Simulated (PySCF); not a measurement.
1,1-dichlorobuta-1,2-diene (C4H4Cl2), SMILES C(=CC)=C(Cl)Cl.

Geometry optimised at B3LYP-D3(BJ)/def2-SVP.

Level of theory: PySCF with TDA-CAM-B3LYP/def2-SVPD.

Vertical excitations. Isolated molecule, no solvent. State labels are in the subgroup Cs.

```
state  symmetry  energy (eV)  λ (nm)      f                                                              main pairs
-----  --------  -----------  ------  -----  ----------------------------------------------------------------------
S1           A"         4.72     263  0.000                                                          HOMO→LUMO 96 %
S2           A'         6.00     207  0.000                                                        HOMO→LUMO+2 89 %
S3           A"         6.06     205  0.000                                                      HOMO−1→LUMO+1 84 %
S4           A'         6.60     188  0.013                                      HOMO→LUMO+1 56 %, HOMO−1→LUMO 33 %
S5           A'         7.01     177  0.261  HOMO→LUMO+3 38 %, HOMO−1→LUMO 18 %, HOMO→LUMO+1 18 %, HOMO−2→LUMO 13 %
S6           A"         7.10     175  0.001                HOMO−1→LUMO+2 54 %, HOMO−2→LUMO+2 25 %, HOMO−4→LUMO 11 %
S7           A'         7.23     172  0.277                    HOMO→LUMO+3 43 %, HOMO−2→LUMO 30 %, HOMO→LUMO+1 11 %
S8           A'         7.50     165  1.105                                      HOMO−2→LUMO 44 %, HOMO−1→LUMO 36 %
S9           A'         7.64     162  0.001                                                        HOMO−3→LUMO 94 %
S10          A"         7.66     162  0.001                                                      HOMO−1→LUMO+3 71 %
T1           A'         4.08     304      0                                      HOMO−1→LUMO 59 %, HOMO→LUMO+1 23 %
T2           A'         4.30     289      0                     HOMO→LUMO+1 51 %, HOMO−1→LUMO 28 %, HOMO→LUMO+3 9 %
T3           A"         4.34     286      0                                                          HOMO→LUMO 95 %
T4           A'         5.37     231      0                                                        HOMO→LUMO+2 85 %
```
Triplets are in the Tamm–Dancoff approximation.
